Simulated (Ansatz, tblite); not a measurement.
Removing and adding an electron: `CC[SiH](C)C[SiH](C)C[SiH](C)C`. The state is a singlet with charge 0. Geometry: PBE-D4/def2-SVP. Ansatz, gas phase; energy differences of separate SCF runs; the oxidised species was run as a doublet alone; the reduced species was run as a doublet alone.

```xyz
35

C    -2.295   -0.684   -2.866
C    -0.999   -1.508   -2.866
Si   -0.748   -2.585   -1.318
C    -2.106   -3.901   -1.205
C    -0.735   -1.517    0.251
Si    0.400    0.002    0.213
C     2.151   -0.486   -0.310
C     0.429    0.861    1.904
Si    1.552    2.381    2.064
C     1.349    3.173    3.773
C     1.159    3.644    0.710
H    -3.195   -1.330   -2.787
H    -2.406   -0.083   -3.792
H    -2.325    0.026   -2.013
H    -0.963   -2.179   -3.752
H    -0.117   -0.837   -2.965
H     0.588   -3.281   -1.438
H    -2.110   -4.552   -2.103
H    -3.108   -3.433   -1.118
H    -1.959   -4.549   -0.316
H    -1.773   -1.173    0.459
H    -0.441   -2.160    1.110
H    -0.154    0.975   -0.802
H     2.155   -0.965   -1.309
H     2.590   -1.207    0.411
H     2.819    0.398   -0.349
H    -0.612    1.165    2.158
H     0.733    0.115    2.671
H     2.989    1.937    1.912
H     1.585    2.450    4.580
H     2.021    4.048    3.891
H     0.306    3.523    3.924
H     1.334    3.222   -0.301
H     0.096    3.959    0.762
H     1.790    4.551    0.815
```

The xTB rows come from tblite. HOMO above LUMO, or a gap near zero within one spin, warns that the state may not be the lowest or that an electron is smeared out.

```tsv
level	−HOMO (eV)	vertical IE (eV)	−LUMO (eV)	vertical EA (eV)	HOMO–LUMO gap (eV)	IE − EA (eV)
GFN1-xTB	11.08	13.02	4.98	3.14	6.10	9.89
GFN2-xTB	10.10	12.15	4.36	2.32	5.74	9.83
```

Question: Estimate the rows for PBE-D4/def2-SVP, PBE0-D4/def2-SVP.

Answer: 
```
           level  −HOMO (eV)  vertical IE (eV)  −LUMO (eV)  vertical EA (eV)  HOMO–LUMO gap (eV)  IE − EA (eV)                                     remarks
 PBE-D4/def2-SVP        6.40              8.56       -0.50                 –                6.90             –  gap within one spin near zero (+1 doublet)
PBE0-D4/def2-SVP        7.64              9.13       -1.32             -2.48                8.96         11.61                HOMO above zero (-1 doublet)
```

Relaxing the oxidised species (PBE-D4/def2-SVP) changes its energy by -0.45 eV at PBE-D4/def2-SVP, so the adiabatic ionisation energy to this nearest minimum is 8.11 eV. At PBE0-D4/def2-SVP it is 8.49 eV.  Run but left out: PBE-D4/def2-SVP (charge -1 doublet: an occupied level 0.07 eV above an empty one).   A HOMO above zero means that the electron is unbound at that level or that self-interaction error raises the level; the energy of removing that electron tells which. Raw xTB energy differences between charge states are shifted by several eV; the methods need an empirical correction for them. Sets without diffuse functions give affinities that are too small. A negative affinity means that the extra electron isn't bound; its size then hangs on the basis.
